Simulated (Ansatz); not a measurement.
Se5⁺, 5 atoms. Hardware: 4 threads of AMD EPYC 7B13 on a shared host.

Correlated methods freeze 45 core orbitals; core or outer-core shells of Se are correlated, in sets that lack core-valence functions.

Problem. How many basis functions does each of these Ansatz runs have, and roughly what does it cost? r2SCAN-D4/def2-SVP, charge 1 doublet, relaxation, 9 steps; MP2/def2-TZVP, charge 1 doublet, energy, from earlier orbitals; PBE-D4/def2-TZVP, charge 1 doublet, energy and forces, from earlier orbitals; BHLYP-D4/def2-TZVP, charge 1 doublet, energy, from earlier orbitals; PBE0-D4/def2-SVP, charge 1 doublet, energy, from earlier orbitals; PBE0-D4/def2-TZVP, charge 1 doublet, energy, from earlier orbitals; RPA@PBE/def2-TZVP, charge 1 doublet, energy, from earlier orbitals; PBE0-D4/def2-SVP, charge 1 doublet, energy with a search over starts; r2SCAN-D4/def2-TZVP, charge 1 doublet, energy, from earlier orbitals; r2SCANh-D4/def2-TZVP, charge 1 doublet, energy, from earlier orbitals; PBE-D4/def2-SVP, charge 1 doublet, energy, from earlier orbitals.

Solution. Other jobs shared the machine, so times can vary by a factor of up to 3. A dash marks memory too small to be measured apart from the calling script's.

| run | functions | fitting or Cholesky vectors | wall time | peak host memory (GiB) |
| --- | --- | --- | --- | --- |
| PBE-D4/def2-SVP, charge 1 doublet, energy, from earlier orbitals | 160 | 1730 | 3.2 s | – |
| PBE-D4/def2-TZVP, charge 1 doublet, energy and forces, from earlier orbitals | 240 | 1935 | 6.5 s | – |
| PBE0-D4/def2-SVP, charge 1 doublet, energy, from earlier orbitals | 160 | 1535 | 7.5 s | 0.8 |
| RPA@PBE/def2-TZVP, charge 1 doublet, energy, from earlier orbitals | 240 | 1642 | 12 s | 0.85 |
| r2SCAN-D4/def2-TZVP, charge 1 doublet, energy, from earlier orbitals | 240 | 1935 | 15 s | 0.61 |
| PBE0-D4/def2-TZVP, charge 1 doublet, energy, from earlier orbitals | 240 | 1642 | 16 s | 1.2 |
| r2SCANh-D4/def2-TZVP, charge 1 doublet, energy, from earlier orbitals | 240 | 1642 | 22 s | 1.3 |
| BHLYP-D4/def2-TZVP, charge 1 doublet, energy, from earlier orbitals | 240 | 1642 | 22 s | 1.4 |
| MP2/def2-TZVP, charge 1 doublet, energy, from earlier orbitals | 240 | 1642 | 23 s | 1.5 |
| PBE0-D4/def2-SVP, charge 1 doublet, energy with a search over starts | 160 | 1535 | 26 s | 1.1 |
| r2SCAN-D4/def2-SVP, charge 1 doublet, relaxation, 9 steps | 160 | 1730 | 40 s | – |
